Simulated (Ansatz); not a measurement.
Relaxation of AlCl$_{3}$H$_{2}$ (6 atoms, charge 0, multiplicity 1), to a largest force component of 0.03 eV/Å in at most 50 steps.

Method: RKS B3LYP/cc-pVDZ in Ansatz.

```xyz
6
Properties=species:S:1:pos:R:3
Al 0.030 -0.561 -0.523
Cl 0.011 -0.137 2.879
Cl 1.843 0.285 -1.218
Cl -1.821 0.247 -1.164
H 0.056 -1.842 0.376
H 0.025 -1.259 2.146
```

**Question.** Where does it end, and by what steps?

**Answer.** It converged. After 8 steps the energy has fallen by 0.188 eV; Cl2 moved furthest, 0.65 Å.

```json
{"step": "0", "energy less start (eV)": "0.0000", "largest force component (eV/Å)": "0.780", "accepted": "yes"}
{"step": "1", "energy less start (eV)": "-0.0226", "largest force component (eV/Å)": "1.033", "accepted": "yes"}
{"step": "2", "energy less start (eV)": "-0.0644", "largest force component (eV/Å)": "0.336", "accepted": "yes"}
{"step": "3", "energy less start (eV)": "-0.1141", "largest force component (eV/Å)": "0.501", "accepted": "yes"}
{"step": "4", "energy less start (eV)": "-0.1382", "largest force component (eV/Å)": "1.087", "accepted": "yes"}
{"step": "5", "energy less start (eV)": "-0.1734", "largest force component (eV/Å)": "0.305", "accepted": "yes"}
{"step": "6", "energy less start (eV)": "-0.1717", "largest force component (eV/Å)": "0.435", "accepted": "no"}
{"step": "7", "energy less start (eV)": "-0.1881", "largest force component (eV/Å)": "0.076", "accepted": "yes"}
{"step": "8", "energy less start (eV)": "-0.1883", "largest force component (eV/Å)": "0.006", "accepted": "yes"}
```

```xyz
6
Properties=species:S:1:pos:R:3
Al 0.024 -0.626 -0.424
Cl 0.028 0.023 2.250
Cl 1.830 0.379 -0.965
Cl -1.814 0.326 -0.951
H 0.047 -2.158 -0.081
H 0.029 -1.210 2.666
```

The run took 17 s on 2 threads of Intel(R) Xeon(R) CPU @ 2.60GHz (Ice Lake) (shared host), peak memory 0.2 GiB.
